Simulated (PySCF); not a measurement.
PySCF 2.14 output of an unrestricted r2SCAN calculation on a single atom or ion in pcseg-2, with the non-relativistic Hamiltonian (point nucleus):

```
SCF conv_tol = 1e-09
number electrons alpha = 10  beta = 10
    J. W. Furness, A. D. Kaplan, J. Ning, J. P. Perdew, and J. Sun.,  J. Phys. Chem. Lett. 11, 8208-8215 (2020)
    J. W. Furness, A. D. Kaplan, J. Ning, J. P. Perdew, and J. Sun.,  J. Phys. Chem. Lett. 11, 9248-9248 (2020)
    J. W. Furness, A. D. Kaplan, J. Ning, J. P. Perdew, and J. Sun.,  J. Phys. Chem. Lett. 11, 8208-8215 (2020)
    J. W. Furness, A. D. Kaplan, J. Ning, J. P. Perdew, and J. Sun.,  J. Phys. Chem. Lett. 11, 9248-9248 (2020)
cycle= 1 E= -677.514395452822  delta_E= -0.00172  |g|= 0.00657  |ddm|= 0.185
cycle= 2 E= -677.514412534335  delta_E= -1.71e-05  |g|= 0.00325  |ddm|= 0.019
cycle= 3 E= -677.514417355498  delta_E= -4.82e-06  |g|= 0.000152  |ddm|= 0.00685
cycle= 4 E= -677.514417362968  delta_E= -7.47e-09  |g|= 6.04e-06  |ddm|= 0.000264
cycle= 5 E= -677.51441736299  delta_E= -2.23e-11  |g|= 1.78e-07  |ddm|= 2.42e-05
converged SCF energy = -677.51441736299  <S^2> = -1.2434498e-14  2S+1 = 1
```

The run itself started from symmetry-adapted Hartree-Fock orbitals and held the occupation by maximum overlap, on a logarithmic radial grid, so the iterations belong to that start.

Q: Which element, charge and spin multiplicity is this?

A: Ca (calcium, neutral), multiplicity 1; the state was [Ar] 4s2, closed-shell 1S.
